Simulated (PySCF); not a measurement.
Species: 3,3,3-trifluoropropylamine, C₃H₆F₃N.
Z-matrix (Å and degrees, PBE0-D3(BJ)/def2-SVP geometry), rows numbered from 1:
```
N 
C   1  1.4429
C   2  1.5309  1  115.33
C   3  1.5041  2  113.77  1  -179.25
F   4  1.3370  3  111.62  2   179.33
F   4  1.3393  3  111.70  2   -60.56
F   4  1.3395  3  111.53  2    59.29
H   1  1.0178  2  111.04  3    60.16
H   1  1.0178  2  111.08  3   -58.47
H   2  1.1022  1  108.92  3   122.69
H   2  1.1021  1  108.83  3  -122.47
H   3  1.1016  2  110.48  1   -58.76
H   3  1.1015  2  110.67  1    59.97
```

Linear response at CAM-B3LYP/def2-SVPD (PySCF, frozen core in the response, non-relativistic). The structure is a single PBE0-D3(BJ)/def2-SVP conformer in the gas phase; no vibrational or solvent corrections.

Static isotropic polarisability: 49.45 au (7.33 Å³), principal values 45.7, 47.4, 55.3 au.

**Question.** What is the polarisability at 1064 nm and at the sodium D line?

**Answer.** 49.71 au at 1064 nm (+0.5 %), 50.33 au at 589.3 nm (+1.8 %). The rise at 589.3 nm is 3.33 times that at 1064 nm; a pure ω² law gives 3.26. The lowest singlet lies at 191 nm, shorter than both wavelengths.

**Question.** What is the isotropic C6 coefficient between two such molecules, C6 = (3/π)∫α(iω)² dω?

**Answer.** 1269 au (Eh·bohr⁶) by a ten-point quadrature over imaginary frequencies, which is 758 eV·Å⁶ or 73.1 J·nm⁶/mol.

**Question.** Which effective excitation energy ω̄ makes London's formula C6 = (3/4)α²ω̄ exact here?

**Answer.** ω̄ = 4·C6/(3α²) = 0.692 Eh = 18.8 eV. A one-pole form α(ω) = α/(1 − ω²/ω̄²) fitted to the 1064 nm value gives 16.0 eV.

**Question.** What n − 1 at the D line would an ideal gas of it have at 273.15 K and 1 atm (2.6868 × 10¹⁹ cm⁻³), by n − 1 = 2π·N·α′?

**Answer.** 12.59 × 10⁻⁴, a formal value whether or not that pressure can be reached.

**Question.** How many electrons N does the Slater–Kirkwood formula C6 = (3/4)·√N·α^(3/2) need to give this C6?

**Answer.** N = (4·C6/3)²/α³ = 23.7; the species has 58 electrons in all.

**Question.** What three-body coefficient follows from the one-pole estimate C9 = (3/4)·α·C6?

**Answer.** 47100 au. This is an estimate from the two numbers above, not a computed integral.

**Question.** How anisotropic is the static polarisability, by Δα² = ½[(α1 − α2)² + (α2 − α3)² + (α3 − α1)²]?

**Answer.** Δα = 8.8 au, or 0.18 of the isotropic value.
